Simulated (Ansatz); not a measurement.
## A family of molecules: the HOMO–LUMO gap

One atom is swapped for its congeners: CF3 `F[C](F)F`; SiF3 (trifluorosilyl) `F[Si](F)F`; GeF3 `[F][Ge]([F])[F]`. All are doublets with charge 0.

Shapes, held fixed at every level: PBE0-D4/def2-TZVP. Programs: Ansatz 0.2.0. Values in eV.

```
                level    CF3  GeF3
 r2SCAN-D4/def2-TZVPP   3.88  2.25
  B3LYP-D4/def2-TZVPP   4.71  3.04
  BHLYP-D4/def2-TZVPP   8.48  5.91
r2SCAN0-D4/def2-TZVPP   6.69  4.43
   wB97M-V/def2-TZVPP   9.59  7.85
   wB97X-V/def2-TZVPP  10.07  8.06
```

Task: Estimate the column for SiF3 from its neighbours.

Result: The mean of the neighbours at wB97X-V/def2-TZVPP is 9.07 eV, against 8.56 from the run: the member lies nearer Ge. All rows: r2SCAN-D4/def2-TZVPP 3.14; B3LYP-D4/def2-TZVPP 3.76; BHLYP-D4/def2-TZVPP 6.54; r2SCAN0-D4/def2-TZVPP 5.15; wB97M-V/def2-TZVPP 7.95; wB97X-V/def2-TZVPP 8.56 eV. At wB97X-V/def2-TZVPP the HOMO–LUMO gap falls at every step, from 10.07 to 8.06 eV. Every level shows the same order. Open shells run unrestricted unless RO is named. Relativity is left out for Ge unless named. Orbital gaps aren't excitation energies, and the LUMO depends on the basis.
